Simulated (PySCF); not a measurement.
Ge(I)(Me) (CH3GeI), SMILES [CH3][Ge][I] (connectivity only; charge and spin as stated), neutral, multiplicity 1. Atoms are numbered in the order given.

```xyz
6

Ge     0.5317    -1.3510     0.0000
I     -0.0712     1.1730     0.0000
C     -1.3497    -2.0617     0.0000
H     -1.3432    -3.1712     0.0000
H     -1.9008    -1.6986    -0.8933
H     -1.9008    -1.6986     0.8933
```
Charge 0, spin multiplicity 1.

Geometry: PBE-D3(BJ)/def2-SVP. The def2 effective core potentials stand for the cores of I; spin–orbit coupling is left out.

Level of theory: r2SCAN/def2-TZVPD (PySCF).

Mulliken values depend strongly on the basis, most of all with diffuse functions as here. ESP charges are fitted to the potential on shells at 1.4 to 2.0 van der Waals radii. Atomic charges (e):

```json
[
 {"atom": "Ge1", "Mulliken": "0.25", "ESP fit": "0.08"},
 {"atom": "I2", "Mulliken": "-0.21", "ESP fit": "-0.16"},
 {"atom": "C3", "Mulliken": "-0.84", "ESP fit": "0.08"},
 {"atom": "H4", "Mulliken": "0.27", "ESP fit": "0.00"},
 {"atom": "H5", "Mulliken": "0.26", "ESP fit": "0.00"},
 {"atom": "H6", "Mulliken": "0.26", "ESP fit": "0.00"}
]
```
